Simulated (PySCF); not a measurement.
BrSi, SMILES [Si]Br (connectivity only; charge and spin as stated), charge +1, multiplicity 1. Coordinates come from a B3LYP-D3(BJ)/def2-TZVP optimisation. The multiplicity is an assumed one; other spin states were not compared.

TDDFT-B3LYP/def2-TZVPD (PySCF 2.14.0) puts the lowest singlet excitations at 4.64, 4.80, 4.80, 4.85, 4.85, 6.13 eV.

**Question.** What are the lowest excitation roots from ADC(2)/aug-cc-pVDZ (PySCF 2.14.0)? (An estimate is asked for; the answer gives what the named calculation found.)

**Answer.** 5.00, 5.00, 5.01, 5.01, 5.01, 5.77 eV. S1 differs by 0.36 eV (second minus first; roots are paired by order, and the bases may differ).
